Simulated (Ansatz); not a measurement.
A nudged elastic band was laid between two geometries of BFH2O + H4Si (10 atoms, charge 0, multiplicity 1).

Computed with RKS PBE0/6-31G* (Ansatz 0.2.0).

| Property | Result |
| --- | --- |
| movable images | 3 |
| climbing image | yes |
| spring | 5.0 eV/Å² |
| optimiser | quadratic models (default) |
| start path | through a guess of the saddle point |
| force threshold | 0.05 eV/Å |
| iteration limit | 60 |
| end points | relaxed |

First end point:

```xyz
10
Properties=species:S:1:pos:R:3
B -0.037 -0.788 0.016
O -0.080 -1.351 1.242
H -0.968 -1.309 1.617
F 1.126 -0.773 -0.616
H -0.998 -0.309 -0.522
Si 0.139 3.059 1.173
H 0.905 3.892 2.138
H 0.866 2.991 -0.123
H -1.208 3.656 0.958
H -0.020 1.686 1.725
```

Last end point:

```xyz
10
Properties=species:S:1:pos:R:3
B 0.148 0.397 0.041
O -0.372 -0.411 1.540
H -1.214 -0.037 1.844
F 1.394 -0.139 -0.095
H -0.717 -0.024 -0.692
Si 0.078 2.386 0.552
H 0.994 2.707 1.700
H 0.421 3.331 -0.552
H -1.292 2.772 1.039
H 0.285 -0.227 2.231
```

Question: What changes between the two ends?

Answer: Bonds broken: Si6–H10. Bonds formed: B1–Si6, O2–H10. BFH2O + H4Si becomes BFH6OSi.

Question: What energy profile does the band end with?

Answer: The run converged. The highest image is number 2 of 0 to 4, 56.9 kcal/mol above the first end and 22.4 kcal/mol above the last; the last end lies 34.6 kcal/mol above the first. Neighbouring images differ by up to 2.4 eV, so the band resolves the path poorly. Another band between the same ends (7 images) ends at a top of the same energy, where a vibrational analysis finds 1 clearly imaginary mode. So few images can step over the top or miss a turn of the path. The orbitals stay closed-shell, which can raise the energy where a bond breaks towards radicals; this wasn't checked here.

```
image  path coordinate (Å)  energy (kcal/mol)  Si6–H10 (Å)  B1–Si6 (Å)  O2–H10 (Å)
    0                 0.00                0.0         1.49        4.02        3.08
    1                 1.46                2.2         1.49        3.30        2.45
    2                 2.93               56.9         1.90        2.24        1.20
    3                 3.95               35.8         2.78        2.06        0.97
    4                 4.98               34.6         3.11        2.05        0.97
```

Question: What is the geometry of the highest image?

Answer: 
```xyz
10
Properties=species:S:1:pos:R:3
B 0.136 0.210 0.266
O -0.210 -0.518 1.626
H -1.135 -0.812 1.590
F 1.406 -0.058 -0.096
H -0.750 0.115 -0.543
Si 0.102 2.388 0.808
H 1.118 2.918 1.763
H 0.471 2.834 -0.563
H -1.223 2.993 1.143
H -0.189 0.686 1.614
```

Time of the run: 5.3 min on 1 thread of Intel(R) Xeon(R) Platinum 8488C (Sapphire Rapids), on a shared host, peak memory 0.19 GiB.
